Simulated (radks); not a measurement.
Values are calculated unless marked as measured or tabulated.
Task: Numerical settings for the scandium ion Sc3+, [Ar]. Level of theory: non-relativistic Kohn-Sham, LDA (Slater exchange, Perdew-Wang correlation), spin-polarised, spherical densities, point nucleus (a radial shooting solver on a logarithmic mesh with Libxc functionals). The defaults (mesh step 0.008 in ln r, mesh end at 40 bohr or more with all orbitals vanishing there, Anderson mixing 0.5 over 9 steps, residual threshold near 1e-9 with the energy settled to 1e-9 hartree or 1e-11 of itself, here a cap of 93 iterations) give E = -757.0132 hartree and 3p at -64.608 eV in 13 iterations. Run on one thread of a shared host, so times are rough (Arm Neoverse V1): 0.1 s of CPU time, 0.1 s wall, 13 iterations on 2476 mesh points. One setting is changed at a time: mesh step in ln r 0.05; mesh step in ln r 0.2; mesh step in ln r 0.03; mesh end (bohr) 1; mesh end (bohr) 5; residual threshold 0.01; residual threshold 1e-16; mixing 1.5; linear mixing, mixing 0.2; linear mixing, mixing 0.05; mixing history 2; iteration cap 5. Which runs fail to converge, and which converge to a wrong energy?

Result: Not converged within the cap: mesh step in ln r 0.2; residual threshold 1e-16; linear mixing, mixing 0.05; iteration cap 5. Settled on a wrong energy, with an occupied level pushed above zero by the early mesh end: mesh end (bohr) 1 (+60.2 hartree). Apart from these: no run marked as converged misses the energy by more than 1 mhartree.
